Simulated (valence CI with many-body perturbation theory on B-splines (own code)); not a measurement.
# Forbidden lines of Lu LVI

Computed by relativistic CI+MBPT: six valence electrons over a frozen Dirac-Fock core [Ne], a basis of 9 s, 9 p, 8 d, 6 f, 3 g, 1 h functions for each j, with the one-electron correlation potential Σ1, the two-electron term Σ2, the three-electron term Σ3, Breit, model QED; selected CI, second order for the rest, scaled by the run's own slope (own B-spline code, finite nucleus).

The last digits are not significant, and no measured levels were compared; by estimate large intervals hold to a few tenths of a per cent, small ones and those within an open d or f shell to about a per cent. Among the levels kept, up to 970 cm⁻¹ of a level comes from second order outside the variational space, and about a tenth of that is noise between levels of different J, which matters for small intervals.

Lines 1 to 30 of 30 in falling wavelength, among levels below 44.361 Ry, chosen from the decays that carry over 1 % of a level's rate. Wavelengths and rates use the calculated energies. Electric multipoles are in the length gauge with retardation, E1 and E2 with the static RPA response of the core. M1 uses the relativistic operator with retardation. Weak lines are less certain than strong ones. Lines between different terms over intervals too small for the method are left out, as are lines whose strength nearly cancels. The highest levels of a list are the least certain.

Levels are named by their leading jj configuration (3d3/2^4 stands for four electrons in 3d with j = 3/2), which in mixed levels can hold well under half, so a name can repeat and another be missing. Letters in brackets count levels of one name in rising energy.

```csv
λ vac (nm),Upper,Lower,Type,A (s⁻¹),Branch %
3477,(3s^2 3p1/2^2 3p3/2 3d3/2) J=0,(3s^2 3p1/2^2 3p3/2 3d3/2) J=1,M1,8.60e-01,11.5
150.9,(3s^2 3p1/2^2 3p3/2 3d3/2) J=0,(3s^2 3p1/2^2 3p3/2 3d3/2) J=2,E2,1.44e-01,1.9
66.31,(3s^2 3p1/2^2 3p3/2^2) J=0,(3s^2 3p1/2^2 3p3/2^2) J=2,E2,1.30e+01,100.0
20.12,(3s^2 3p1/2^2 3p3/2 3d5/2) J=4,(3s^2 3p1/2^2 3p3/2 3d3/2) J=3,M1,1.45e+06,99.0
18.84,(3s^2 3p1/2 3p3/2^2 3d5/2) J=5,(3s^2 3p1/2 3p3/2^2 3d3/2) J=4,M1,1.61e+06,3.9
17.52,(3s^2 3p1/2 3p3/2^2 3d5/2) J=4 [b],(3s^2 3p1/2 3p3/2^2 3d3/2) J=3 [a],M1,1.01e+06,2.2
6.315,(3s^2 3p1/2 3p3/2^2 3d3/2) J=4,(3s^2 3p1/2^2 3p3/2 3d5/2) J=3,M1,4.67e+05,1.3
5.376,(3s^2 3p1/2^2 3p3/2 3d3/2) J=0,(3s^2 3p1/2^2 3p3/2^2) J=2,M2,6.51e+00,86.6
5.016,(3s^2 3p1/2 3p3/2^2 3d5/2) J=4 [a],(3s^2 3p1/2^2 3p3/2 3d5/2) J=3,M1,5.58e+07,28.4
4.786,(3s^2 3p1/2 3p3/2^2 3d5/2) J=4 [b],(3s^2 3p1/2^2 3p3/2 3d5/2) J=3,M1,1.60e+07,35.5
4.730,(3s^2 3p1/2 3p3/2^2 3d5/2) J=5,(3s^2 3p1/2^2 3p3/2 3d5/2) J=3,E2,7.19e+05,1.7
4.674,(3s^2 3p1/2 3p3/2^3) J=1,(3s^2 3p1/2^2 3p3/2^2) J=0,M1,6.23e+07,25.0
4.620,(3s^2 3p1/2 3p3/2^2 3d3/2) J=0,(3s^2 3p1/2^2 3p3/2 3d3/2) J=1,M1,1.93e+08,1.7
4.569,(3s^2 3p1/2 3p3/2^2 3d5/2) J=4 [a],(3s^2 3p1/2^2 3p3/2 3d5/2) J=4,M1,1.38e+08,70.1
4.509,(3s^2 3p1/2 3p3/2^2 3d3/2) J=2 [a],(3s^2 3p1/2^2 3p3/2 3d3/2) J=2,M1,1.06e+08,1.3
4.466,(3s^2 3p1/2 3p3/2^2 3d5/2) J=4 [b],(3s^2 3p1/2^2 3p3/2 3d5/2) J=2,E2,1.29e+06,2.9
4.394,(3s^2 3p1/2 3p3/2^2 3d3/2) J=4,(3s^2 3p1/2^2 3p3/2 3d3/2) J=3,M1,3.30e+07,89.5
4.394,(3s^2 3p1/2 3p3/2^2 3d3/2) J=4,(3s^2 3p1/2^2 3p3/2 3d3/2) J=3,E2,2.19e+06,5.9
4.377,(3s^2 3p1/2 3p3/2^2 3d5/2) J=4 [b],(3s^2 3p1/2^2 3p3/2 3d5/2) J=4,M1,2.06e+07,45.8
4.377,(3s^2 3p1/2 3p3/2^2 3d5/2) J=4 [b],(3s^2 3p1/2^2 3p3/2 3d5/2) J=4,E2,1.45e+06,3.2
4.366,(3s^2 3p1/2 3p3/2^3) J=1,(3s^2 3p1/2^2 3p3/2^2) J=2,M1,1.82e+08,73.0
4.330,(3s^2 3p1/2 3p3/2^2 3d5/2) J=5,(3s^2 3p1/2^2 3p3/2 3d5/2) J=4,M1,3.50e+07,85.0
4.330,(3s^2 3p1/2 3p3/2^2 3d5/2) J=5,(3s^2 3p1/2^2 3p3/2 3d5/2) J=4,E2,2.08e+06,5.1
4.266,(3s^2 3p1/2 3p3/2^2 3d3/2) J=4,(3s^2 3p1/2^2 3p3/2 3d3/2) J=2,E2,1.04e+06,2.8
4.261,(3s^2 3p3/2^4) J=0,(3s^2 3p1/2 3p3/2^3) J=2,E2,1.09e+07,1.1
4.238,(3s^2 3p1/2^2 3p3/2 3d5/2) J=4,(3s^2 3p1/2^2 3p3/2^2) J=2,M2,1.49e+04,1.0
4.229,(3s^2 3p1/2 3p3/2^3) J=2,(3s^2 3p1/2^2 3p3/2^2) J=2,M1,1.12e+08,82.6
4.229,(3s^2 3p1/2 3p3/2^3) J=2,(3s^2 3p1/2^2 3p3/2^2) J=2,E2,3.73e+06,2.7
4.131,(3s^2 3p3/2^4) J=0,(3s^2 3p1/2 3p3/2^3) J=1,M1,4.76e+08,46.3
3.996,(3s^2 3p1/2 3p3/2^2 3d5/2) J=3 [b],(3s^2 3p1/2^2 3p3/2 3d5/2) J=4,M1,1.02e+08,5.2
```
